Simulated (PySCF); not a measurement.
Species: C₆H₉O (doublet state).
Geometry (GFN2-xTB, Å), atoms numbered from 1 in this order:
```xyz
16
C6H9O angstrom
C      2.0079    0.1988   -0.1652
C      0.6177   -0.4220   -0.1267
C     -0.4186    0.2740   -1.0160
C     -1.7581    0.1072   -0.2826
C     -1.3829   -0.0862    1.1265
C      0.0010   -0.3751    1.2752
O      0.6079   -0.5791    2.3189
H      2.6403   -0.2821    0.5770
H      2.4578    0.0777   -1.1482
H      1.9554    1.2604    0.0683
H      0.6971   -1.4808   -0.4006
H     -0.4439   -0.1356   -2.0243
H     -0.1755    1.3354   -1.0879
H     -2.4372    0.9532   -0.4201
H     -2.2956   -0.7775   -0.6505
H     -2.0808   -0.0593    1.9446
```

The hyperfine couplings belong to this conformer and change with its torsions.

Identity: `C1(=O)[CH]CC[C@H]1C` [radical].

Level of theory: PySCF, UKS B3LYP, pcH-1 on C H O, non-relativistic, mean-field spin-orbit, GIAO. Geometry: GFN2-xTB, one conformer, isolated molecule. A GFN2-xTB geometry isn't a minimum of the functional, and hyperfine couplings can be far from their values at a DFT geometry. Stability of the SCF solution: not tested.

Principal values of hyperfine tensors in MHz (contact and dipolar terms together), for some of the nuclei:

| atom | isotope | A1 | A2 | A3 |
| --- | --- | --- | --- | --- |
| H15 | 1H | 134.71 | 136.96 | 147.35 |
| H14 | 1H | 73.46 | 74.86 | 85.25 |
| C5 | 13C | 0.73 | 1.31 | 188.45 |
| H16 | 1H | -77.58 | -51.27 | -18.66 |
| C6 | 13C | -49.57 | -35.86 | -28.55 |
| C4 | 13C | -29.85 | -26.56 | -24.85 |
| O7 | 17O | -112.08 | 26.02 | 26.39 |
| H11 | 1H | 1.81 | 3.19 | 8.58 |

Question: Give the isotropic coupling of each nucleus in MHz and in mT (g = 2.0050), and the anisotropic part.

Answer: a_iso is a third of the trace, T = A − a_iso, and a(mT) = a(MHz)/(g × 13.996).

| atom | a_iso (MHz) | a_iso (mT) | T1 | T2 | T3 |
| --- | --- | --- | --- | --- | --- |
| H15 | 139.67 | 4.977 | -4.96 | -2.71 | 7.67 |
| H14 | 77.86 | 2.774 | -4.40 | -2.99 | 7.39 |
| C5 | 63.50 | 2.263 | -62.77 | -62.19 | 124.96 |
| H16 | -49.17 | -1.752 | -28.41 | -2.10 | 30.51 |
| C6 | -37.99 | -1.354 | -11.58 | 2.13 | 9.44 |
| C4 | -27.09 | -0.965 | -2.77 | 0.53 | 2.24 |
| O7 | -19.89 | -0.709 | -92.19 | 45.91 | 46.28 |
| H11 | 4.53 | 0.161 | -2.72 | -1.34 | 4.05 |

Question: What spin density at the nucleus of H15 lies behind its contact coupling (g_N = 5.58569)?

Answer: a_FC = 800.24 MHz bohr³ × g_N × ρ(0)/(2S). With a_FC = 139.67 MHz and 2S = 1, ρ(0) = 0.03125 bohr⁻³. In magnitude that is 9.8 % of the 1/π = 0.318 of a free hydrogen atom.

Question: C3 (13C, g_N = 1.40482) isn't in the table. Its spin density at the nucleus is 0.005626 bohr⁻³. What is its contact coupling?

Answer: By the same relation, a_FC = 6.32 MHz. Its full tensor has the principal values 5.23, 5.50, 8.24 MHz.

Question: Which nucleus of the table has the largest anisotropic coupling, and what is its form?

Answer: C5: -62.8, -62.2, 125.0 MHz, axial, in the ratio −1:−1:+2, the form that spin in one p orbital centred on that nucleus gives.

Question: In a single crystal, with the field along each principal axis of the tensor of H15 in turn, what first-order splitting does this nucleus give (isotropic g, quadrupole terms neglected)?

Answer: 2 lines (I = 1/2), spaced by |A_i|/(g × 13.996): 4.80, 4.88, 5.25 mT along the axes of A1, A2 and A3.
